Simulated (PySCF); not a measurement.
C4H12N2Si: core ionisation energies

C4H12N2Si.
Cartesian coordinates in Å at the PBE0-D3(BJ)/def2-SVP level; atoms count from 1:
```
atom  x, y, z in Å
N1    -2.6903    0.2472   -0.3339
C2    -1.4497   -0.4644   -0.5418
C3    -0.3993   -0.3565    0.5768
C4     0.8596   -1.2005    0.3029
C5     1.8182   -0.4220   -0.6019
N6     1.8041    0.9503   -0.1311
Si7    0.3440    1.3888    0.6944
H8    -3.1101   -0.0226    0.5539
H9    -2.5237    1.2504   -0.2829
H10   -1.6847   -1.5339   -0.6958
H11   -1.0152   -0.1229   -1.4984
H12   -0.8704   -0.6773    1.5216
H13    0.6003   -2.1761   -0.1433
H14    1.3718   -1.4078    1.2567
H15    1.4999   -0.5120   -1.6616
H16    2.8315   -0.8572   -0.5430
H17    2.4839    1.5805   -0.5345
H18    0.5533    1.9088    2.0849
H19   -0.4857    2.4256   -0.0124
```

The calculation used delta-SCF UKS SCAN, pcX-2 on the ionised atom, pcseg-1 elsewhere, spin-free X2C in PySCF. Each binding energy is the total energy of the core-ionised species, with the hole localised on one atom, minus that of the ground state; both are solved self-consistently, so orbital relaxation is included.

Problem. What binding energy does each computed site have?

Solution. 
```
atom(s)                   environment     level  binding energy (eV)  2p1/2 (eV)  above the level's lowest (eV)  count
    Si7                  SiH2 silicon     Si 1s              1846.28           –                           0.00      1
     N1        primary amine nitrogen      N 1s               404.75           –                          +0.61      1
     N6        silicon-bound nitrogen      N 1s               404.14           –                           0.00      1
     C5  sp3 carbon bound to nitrogen      C 1s               291.38           –                          +1.54      1
     C2  sp3 carbon bound to nitrogen      C 1s               291.20           –                          +1.36      1
     C4               ring CH2 carbon      C 1s               290.53           –                          +0.69      1
     C3   sp3 carbon bound to silicon      C 1s               289.84           –                           0.00      1
    Si7                  SiH2 silicon  Si 2p3/2               106.45      107.07                           0.00      1
```

Lowest listed C 1s: C3, bonded to 2 C, H and Si. Highest, 1.54 eV above it: C5, bonded to N, C and 2 H. The widest gap between neighbouring values is 0.69 eV, between 289.84 and 290.53 eV. Summing the Pauling electronegativity differences to the bonded atoms, each weighted by its formal bond order, gives -1.00 for the lowest site and -0.21 for the highest; no listed site has a larger sum than the highest.

Lowest listed N 1s: N6, bonded to C, H and Si. Highest, 0.61 eV above it: N1, bonded to C and 2 H. Summing the Pauling electronegativity differences to the bonded atoms, each weighted by its formal bond order, gives -2.47 for the lowest site and -2.17 for the highest.

Problem. Which effective nuclear charge Zeff reproduces each element's mean 1s value in the hydrogen-like formula E = 13.606 eV × Zeff²?

Solution. C (Z = 6): mean 290.7 eV, Zeff = 4.62, Z − Zeff = 1.38; N (Z = 7): mean 404.4 eV, Zeff = 5.45, Z − Zeff = 1.55; Si (Z = 14): mean 1846.3 eV, Zeff = 11.65, Z − Zeff = 2.35. Means run over the listed sites, weighted by atom count.

Problem. What is the longest wavelength that can ionise Si 1s of Si7 vertically?

Solution. λ = hc/E = 12398.42 eV Å / 1846.28 eV = 6.715 Å.

Spin–orbit and ligand-field terms were added within each 2p shell after the spin-free SCF. 2p1/2 minus 2p3/2 (ligand field included): Si 0.62 eV. The structure is a single PBE0-D3(BJ)/def2-SVP conformer in the gas phase; no vibrational or solvent corrections.

Hardware: an Arm Neoverse V1 with one thread, no GPU, shared host with 32 logical CPUs at a one-minute load of 10. Cost: 1.7 min wall, 0.82 GiB resident at most.
